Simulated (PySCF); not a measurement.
In(H)2(NCO) (CH2InNO), SMILES O=C=[N][InH2].

Geometry optimised at B3LYP-D3(BJ)/def2-SVP. The def2 effective core potentials stand for the cores of In; spin–orbit coupling is left out.

All values below come from B3LYP-D3(BJ)/def2-SVP (PySCF 2.14.0).

Frequencies are harmonic and unscaled.

```tsv
mode	ν (cm⁻¹)	IR (km/mol)	Raman (Å⁴/amu)	depolarisation	moving atoms (share of kinetic energy)
1	14	1.6	2.8	0.75	N 68 %, O 22 %
2	62	1.7	0.8	0.75	N 72 %, O 22 %
3	354	93.4	9.0	0.20	O 33 %, In 27 %, C 20 %, N 19 %
4	443	54.9	17.1	0.75	H 91 %
5	545	110.5	1.0	0.75	H 95 %
6	586	124.5	13.8	0.75	H 98 %
7	607	24.3	0.3	0.72	C 73 %, O 15 %, N 12 %
8	624	17.1	0.2	0.75	C 72 %, O 14 %, N 13 %
9	1452	8.6	19.9	0.20	N 54 %, O 45 %
10	1828	54.9	337.8	0.17	H 100 %
11	1839	218.3	69.8	0.72	H 99 %
12	2394	1465.7	10.1	0.06	C 70 %, N 18 %, O 11 %
```
